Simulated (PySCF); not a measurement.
First SCF of a structure search on singlet Mo₃, at a hand-made equilateral triangle geometry. PySCF input:

```python
from pyscf import gto, scf, dft
mol = gto.M(atom='''
Mo     0.000000     1.593500     0.000000
Mo     1.380000    -0.796700     0.000000
Mo    -1.380000    -0.796700     0.000000''',
    basis={'Mo': 'def2-TZVP'},
    ecp={'Mo': 'def2-TZVP'},
    charge=0, spin=0)
mf = dft.RKS(mol, xc='PBE0')
mf.grids.atom_grid = (50, 194)
aux = {'Mo': 'def2-universal-JKFIT'}
mf = mf.density_fit(auxbasis=aux)
mf.conv_tol = 1e-08
mf.diis_space = 10
mf.max_cycle = 60
mf.init_guess = 'minao'
mf.verbose = 4
mf.kernel()
```

Excerpt of the output (cycles and frontier levels); a level shift of 0.3 Eh and then a second-order solver take over where DIIS stalls:

```
init E= -184.793924370842
  HOMO = -0.724639832158592  LUMO = -0.714930084467813  gap/eV = 0.26422
cycle= 1 E= -203.298770549682  delta_E= -18.5  |g|= 1.65  |ddm|= 6.59
  HOMO = 0.0774029257711542  LUMO = 0.0877112461387588  gap/eV = 0.28050
cycle= 2 E= -188.573779633726  delta_E= 14.7  |g|= 4.93  |ddm|= 28.1
cycle= 3 E= -204.040212165461  delta_E= -15.5  |g|= 0.635  |ddm|=   28
  HOMO = -0.130197774563168  LUMO = -0.11765080794157  gap/eV = 0.34142
cycle= 4 E= -199.168014514308  delta_E= 4.87  |g|= 3.39  |ddm|= 2.79
  HOMO = -0.0960983204959867  LUMO = -0.0667413889449024  gap/eV = 0.79884
cycle= 5 E= -203.334742963382  delta_E= -4.17  |g|= 1.92  |ddm|= 3.06
  HOMO = -0.0908318849317  LUMO = -0.0638553293460924  gap/eV = 0.73407
cycle= 6 E= -203.35634847248  delta_E= -0.0216  |g|= 1.89  |ddm|= 0.0941
  HOMO = -0.0789193370333057  LUMO = -0.0575842923246839  gap/eV = 0.58056
cycle= 7 E= -204.020311778486  delta_E= -0.664  |g|= 0.782  |ddm|= 0.674
... 97 lines left out ...
cycle= 56 E= -204.175599567291  delta_E= -1.3e-07  |g|= 0.000364  |ddm|= 0.0018
  HOMO = -0.136980287940205  LUMO = -0.0901697135009547  gap/eV = 1.27378
cycle= 57 E= -204.175599494704  delta_E= 7.26e-08  |g|= 0.000211  |ddm|= 0.002
  HOMO = -0.136982983466476  LUMO = -0.0901712638260035  gap/eV = 1.27381
cycle= 58 E= -204.175599228612  delta_E= 2.66e-07  |g|= 0.000205  |ddm|= 0.00555
  HOMO = -0.136983307816267  LUMO = -0.0901716346542121  gap/eV = 1.27381
cycle= 59 E= -204.175599001435  delta_E= 2.27e-07  |g|= 9.09e-05  |ddm|= 0.00636
  HOMO = -0.136982926268892  LUMO = -0.0901691849313155  gap/eV = 1.27387
cycle= 60 E= -204.175598988174  delta_E= 1.33e-08  |g|= 9.1e-05  |ddm|= 0.00201
SCF not converged.
init E= -184.793924370842
  HOMO = -0.58348780197091  LUMO = -0.56904419875006  gap/eV = 0.39303
cycle= 1 E= -203.454050082954  delta_E= -18.7  |g|= 1.47  |ddm|= 6.47
  HOMO = 0.153010450446567  LUMO = 0.274694161119775  gap/eV = 3.31118
cycle= 2 E= -203.809256588787  delta_E= -0.355  |g|= 1.09  |ddm|= 2.73
  HOMO = -0.0490261049682446  LUMO = 0.211197084311299  gap/eV = 7.08103
cycle= 3 E= -203.99968515039  delta_E= -0.19  |g|= 0.343  |ddm|= 0.963
  HOMO = -0.0921311062686972  LUMO = 0.191025734579742  gap/eV = 7.70509
cycle= 4 E= -204.034540250715  delta_E= -0.0349  |g|= 0.117  |ddm|= 0.403
  HOMO = -0.0959490010870424  LUMO = 0.190519284323739  gap/eV = 7.79520
cycle= 5 E= -204.046823348591  delta_E= -0.0123  |g|= 0.0677  |ddm|= 0.25
  HOMO = -0.0956998580258133  LUMO = 0.1942271035951  gap/eV = 7.88931
cycle= 6 E= -204.055362418095  delta_E= -0.00854  |g|= 0.0711  |ddm|= 0.192
  HOMO = -0.0983614575676761  LUMO = 0.196206292980675  gap/eV = 8.01560
... 139 lines left out ...
  HOMO = -0.141571265219847  LUMO = 0.170621763838203  gap/eV = 8.49521
cycle= 77 E= -204.102994429205  delta_E= -0.00113  |g|= 0.0299  |ddm|= 0.0503
  HOMO = -0.1408261076844  LUMO = 0.171380351820886  gap/eV = 8.49557
cycle= 78 E= -204.104311026201  delta_E= -0.00132  |g|= 0.0286  |ddm|= 0.0559
  HOMO = -0.1409342577442  LUMO = 0.171749380818039  gap/eV = 8.50856
cycle= 79 E= -204.105492577131  delta_E= -0.00118  |g|= 0.0303  |ddm|= 0.0471
  HOMO = -0.143187756233953  LUMO = 0.170455712860843  gap/eV = 8.53467
cycle= 80 E= -204.104600400718  delta_E= 0.000892  |g|= 0.056  |ddm|= 0.031
SCF not converged.
  HOMO = -0.140134111514366  LUMO = -0.127826539331122  gap/eV = 0.33491
macro= 0  E= -204.111728361427  delta_E= -0.00712796  |g|= 0.0963222  3 KF 16 JK
macro= 1  E= -204.146634023719  delta_E= -0.0349057  |g|= 0.0609169  3 KF 13 JK
macro= 2  E= -204.165780733224  delta_E= -0.0191467  |g|= 0.147984  3 KF 18 JK
macro= 3  E= -204.173182503634  delta_E= -0.00740177  |g|= 0.0790686  2 KF 8 JK
macro= 4  E= -204.17657961045  delta_E= -0.00339711  |g|= 0.0271545  3 KF 16 JK
macro= 5  E= -204.177266804797  delta_E= -0.000687194  |g|= 0.028178  3 KF 12 JK
macro= 6  E= -204.176256613537  delta_E= 0.00101019  |g|= 0.0187658  2 KF 8 JK
macro= 7  E= -204.177900976907  delta_E= -0.00164436  |g|= 0.00709931  4 KF 19 JK
macro= 8  E= -204.177974373061  delta_E= -7.33962e-05  |g|= 0.000472274  5 KF 29 JK
macro= 9  E= -204.177976244352  delta_E= -1.87129e-06  |g|= 0.000526862  2 KF 19 JK
macro= 10  E= -204.177975783837  delta_E= 4.60515e-07  |g|= 8.67667e-05  2 KF 15 JK
macro= 11  E= -204.177975783838  delta_E= -2.27374e-13  |g|= 3.70527e-05  1 KF 2 JK
macro X = 12  E=-204.177975783838  |g|= 3.70527e-05  total 34 KF 188 JK
converged SCF energy = -204.177975783838
```

No lower solution of this spin was found from smeared starts or by a stability analysis within the restricted form, which does not test spin polarisation.

Stability towards spin polarisation was not tested.

The search for the lowest solution, 3 starts and the stability check together, took 120 s on 2 threads of a shared Arm Neoverse N1 host, with 120 basis functions. Launch command: `OMP_NUM_THREADS=2 python axn.py task.json out`.
